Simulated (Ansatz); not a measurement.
Ansatz (an electronic-structure program) input (BHLYP/def2-TZVPD):

Ansatz 0.2 input:
```yaml
crystal:
  periodic: [false, false, false]
  atoms:
    - {symbol: Zr, position_ang: [-0.18613341, -0.18445184, -0.05817147]}
    - {symbol: O, position_ang: [-1.41743657, -1.40463115, -0.44298531]}
    - {symbol: Cl, position_ang: [-0.67951830, 2.11520443, -0.85612537]}
    - {symbol: Cl, position_ang: [1.78450824, -1.02019720, 1.20146309]}
basis:
  gaussian:
    orbitals: def2-TZVPD
hamiltonian:
  xc: {name: BHLYP}
total_charge: -1
magnetization: {spin_polarized: true, initial_magnetization: 1}
output: {forces: true}
```

End of the output:

```
integrals: 0.11 GiB planned
1297 factors; their error is unknown
mean field: 1.24 GiB planned
mean field evaluation 1: about -28372.4327 eV, gradient 3.6e1 eV
mean field evaluation 2: about -28321.2982 eV, gradient 1.2e2 eV
mean field evaluation 4: about -28378.1181 eV, gradient 2.5e0 eV
mean field evaluation 8: about -28378.1720 eV, gradient 1.2e-1 eV
mean field evaluation 16: about -28378.3497 eV, gradient 1.6e-3 eV
mean field -28378.34972861 eV, -1042.8851169900 hartree, gradient 1.1e-5 eV, S^2 0.752365; 1 other end points of the search recorded, 0 dependent functions left out
the calculation of the forces begins
reference -28378.34989901 eV, -1042.8851232521 hartree; 28, 27 occupied and 144, 145 virtual orbitals, 1297 factors
Total energy: -28378.34989901 eV, -1042.8851232521 hartree
Atom 0 at    -0.186133    -0.184452    -0.058171 Å, force    -0.490502    -0.486071    -0.153295 eV/Å
Atom 1 at    -1.417437    -1.404631    -0.442985 Å, force     0.449123     0.445065     0.140362 eV/Å
Atom 2 at    -0.679518     2.115204    -0.856125 Å, force     0.025369     0.014549     0.010373 eV/Å
Atom 3 at     1.784508    -1.020197     1.201463 Å, force     0.016011     0.026457     0.002559 eV/Å
Dipole moment:     0.313022     0.310194     0.097827 e Å
```

The spin state was set by rule; other spins were not relaxed.
